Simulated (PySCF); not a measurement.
Ionisation energy of V²⁺ by level of theory

V²⁺ [Ar] 3d3 (4F) → V³⁺ [Ar] 3d2 (3F), as a difference of total energies. All numbers are calculated (PySCF 2.14, scalar relativity by spin-free X2C-1e, in x2c-QZVPPall (11s7p5d3f2g, 96 functions)). Correlated levels: valence: [Ar] frozen. The calculations carry no spin-orbit coupling.

```
           method  ionisation energy (eV)
              UHF                  28.173
    MP2 (valence)                  28.570
SCS-MP2 (valence)                  28.305
   CCSD (valence)                  28.635
CCSD(T) (valence)                  28.638
```

Task: How much does correlation contribute at CCSD(T) (valence)?

Result: 28.638 − (28.173) = 0.465 eV, measured against UHF.

The reference lies between the lowest fine-structure levels, while these numbers refer to the centres of the terms.

Errors of the correlated levels include the incompleteness of this basis and the frozen core.

For comparison: 29.311 eV (measured; NIST Atomic Spectra Database, ionization energies).
